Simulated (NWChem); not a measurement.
Species: BeHOI; SMILES [Be]([I])[OH]

Results from NWChem. def2 effective core potentials on I; no spin-orbit coupling. B3LYP is NWChem's, with the RPA form of VWN correlation. Each level has its own optimisation; frequencies are unscaled. One conformer.

```tsv
level	r Be–I (Å)	r Be–O (Å)	r H–O (Å)	highest harmonic frequency (cm⁻¹)	lowest (cm⁻¹)	zero-point energy (kcal/mol)
B3LYP/3-21G (all-electron, non-relativistic)	2.203	1.388	0.966	3874	99	9.1
Hartree-Fock/STO-3G (all-electron, non-relativistic)	2.130	1.300	0.960	4578	266	11.2
CAM-B3LYP/def2-SVP (core potentials)	2.173	1.381	0.950	4132	133	9.5
PBE-D3(BJ)/def2-SVP (core potentials)	2.183	1.407	0.961	3962	175	9.2
```
